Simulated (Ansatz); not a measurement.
(NaH)4 cube (Na₄H₄). The state is a singlet with charge 0. Geometry PBE-D4/def2-SVP.

```xyz
8

Na    1.6109   -0.6583   -0.7244
H     1.4189    0.0964    1.3599
Na    0.2376    1.7915    0.5337
H     0.5102    1.0861   -1.5590
Na   -1.3596   -0.0926   -1.3021
H    -0.2476   -1.8703   -0.5574
Na   -0.4890   -1.0405    1.4930
H    -1.6814    0.6878    0.7563
```

LC-ωPBE has ω = 0.4 bohr⁻¹. B3LYP takes the VWN-RPA correlation.

Question: Estimate the orbital energies around the gap (eV) in Ansatz with r2SCANh-D4/def2-TZVP, B3LYP-D4/6-31G, LC-ωPBE/def2-TZVP, ωB97X-V/def2-TZVP, ωB97M-V/def2-TZVP.

Answer: 
```json
{"orbital": "HOMO−5", "r2SCANh-D4/def2-TZVP": "-29.48", "B3LYP-D4/6-31G": "-30.41", "LC-ωPBE/def2-TZVP": "-32.89", "ωB97X-V/def2-TZVP": "-33.03", "ωB97M-V/def2-TZVP": "-33.17"}
{"orbital": "HOMO−4", "r2SCANh-D4/def2-TZVP": "-29.48", "B3LYP-D4/6-31G": "-30.41", "LC-ωPBE/def2-TZVP": "-32.89", "ωB97X-V/def2-TZVP": "-33.03", "ωB97M-V/def2-TZVP": "-33.17"}
{"orbital": "HOMO−3", "r2SCANh-D4/def2-TZVP": "-6.56", "B3LYP-D4/6-31G": "-6.97", "LC-ωPBE/def2-TZVP": "-10.18", "ωB97X-V/def2-TZVP": "-9.79", "ωB97M-V/def2-TZVP": "-9.63"}
{"orbital": "HOMO−2", "r2SCANh-D4/def2-TZVP": "-5.01", "B3LYP-D4/6-31G": "-5.31", "LC-ωPBE/def2-TZVP": "-8.14", "ωB97X-V/def2-TZVP": "-7.84", "ωB97M-V/def2-TZVP": "-7.64"}
{"orbital": "HOMO−1", "r2SCANh-D4/def2-TZVP": "-5.01", "B3LYP-D4/6-31G": "-5.31", "LC-ωPBE/def2-TZVP": "-8.14", "ωB97X-V/def2-TZVP": "-7.84", "ωB97M-V/def2-TZVP": "-7.64"}
{"orbital": "HOMO", "r2SCANh-D4/def2-TZVP": "-5.01", "B3LYP-D4/6-31G": "-5.31", "LC-ωPBE/def2-TZVP": "-8.14", "ωB97X-V/def2-TZVP": "-7.83", "ωB97M-V/def2-TZVP": "-7.64"}
{"orbital": "LUMO", "r2SCANh-D4/def2-TZVP": "0.04", "B3LYP-D4/6-31G": "-0.41", "LC-ωPBE/def2-TZVP": "0.78", "ωB97X-V/def2-TZVP": "0.81", "ωB97M-V/def2-TZVP": "0.30"}
{"orbital": "LUMO+1", "r2SCANh-D4/def2-TZVP": "0.04", "B3LYP-D4/6-31G": "-0.41", "LC-ωPBE/def2-TZVP": "0.78", "ωB97X-V/def2-TZVP": "0.81", "ωB97M-V/def2-TZVP": "0.30"}
{"orbital": "LUMO+2", "r2SCANh-D4/def2-TZVP": "0.04", "B3LYP-D4/6-31G": "-0.41", "LC-ωPBE/def2-TZVP": "0.78", "ωB97X-V/def2-TZVP": "0.81", "ωB97M-V/def2-TZVP": "0.30"}
{"orbital": "LUMO+3", "r2SCANh-D4/def2-TZVP": "0.12", "B3LYP-D4/6-31G": "-0.32", "LC-ωPBE/def2-TZVP": "0.87", "ωB97X-V/def2-TZVP": "0.90", "ωB97M-V/def2-TZVP": "0.36"}
{"orbital": "LUMO+4", "r2SCANh-D4/def2-TZVP": "0.93", "B3LYP-D4/6-31G": "0.48", "LC-ωPBE/def2-TZVP": "1.94", "ωB97X-V/def2-TZVP": "1.92", "ωB97M-V/def2-TZVP": "1.44"}
{"orbital": "LUMO+5", "r2SCANh-D4/def2-TZVP": "0.94", "B3LYP-D4/6-31G": "0.48", "LC-ωPBE/def2-TZVP": "1.94", "ωB97X-V/def2-TZVP": "1.92", "ωB97M-V/def2-TZVP": "1.44"}
```
